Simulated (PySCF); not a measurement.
Electron correlation in Hg (mercury, neutral)

[Xe] 4f14 5d10 6s2, closed-shell 1S. Calculation: PySCF 2.14, in aug-cc-pVDZ-PP with ECP60MDF (5s5p4d2f, 54 functions); scalar relativity through the core potential. Frozen: 5s2 5p6; 12 electrons correlated.

```
  level  correlation energy (mhartree)
   CCSD                        -353.64
    (T)                          -9.32
CCSD(T)                        -362.96
```

Diagnostics: T1 = 0.015, D1 = 0.0460, largest double amplitude 0.042.

Cost of the coupled-cluster step: of the order of 1.1 core-seconds, for 12 correlated electrons.

Iterations:

```
CC2 = 0
CCSD nocc = 6, nmo = 50
frozen orbitals [0, 1, 2, 3]
max_cycle = 100
direct = 0
conv_tol = 1e-08
conv_tol_normt = 1e-06
diis_space = 8
diis_start_cycle = 0
Init t2, MP2 energy = -152.921976035081  E_corr(MP2) -0.382046232407909
Init E_corr(CCSD) = -0.382046232489404
cycle = 1  E_corr(CCSD) = -0.342941353249497  dE = 0.0391048792  norm(t1,t2) = 0.0478507
cycle = 2  E_corr(CCSD) = -0.353558202791835  dE = -0.0106168495  norm(t1,t2) = 0.0139654
cycle = 3  E_corr(CCSD) = -0.352799386189815  dE = 0.000758816602  norm(t1,t2) = 0.00542288
cycle = 4  E_corr(CCSD) = -0.353632243336974  dE = -0.000832857147  norm(t1,t2) = 0.00161362
cycle = 5  E_corr(CCSD) = -0.35365175931228  dE = -1.95159753e-05  norm(t1,t2) = 0.000149562
cycle = 6  E_corr(CCSD) = -0.353639364190656  dE = 1.23951216e-05  norm(t1,t2) = 3.94728e-05
cycle = 7  E_corr(CCSD) = -0.353640145905291  dE = -7.81714635e-07  norm(t1,t2) = 8.47721e-06
cycle = 8  E_corr(CCSD) = -0.353640893360006  dE = -7.47454715e-07  norm(t1,t2) = 2.12568e-06
cycle = 9  E_corr(CCSD) = -0.353640990753084  dE = -9.73930786e-08  norm(t1,t2) = 3.82558e-07
cycle = 10  E_corr(CCSD) = -0.353640977879189  dE = 1.28738947e-08  norm(t1,t2) = 9.72933e-08
cycle = 11  E_corr(CCSD) = -0.353640981331071  dE = -3.45188167e-09  norm(t1,t2) = 2.73257e-08
CCSD converged
E(CCSD) = -152.8935707840037  E_corr = -0.3536409813310711
CCSD(T) correction = -0.00932094873773082
```
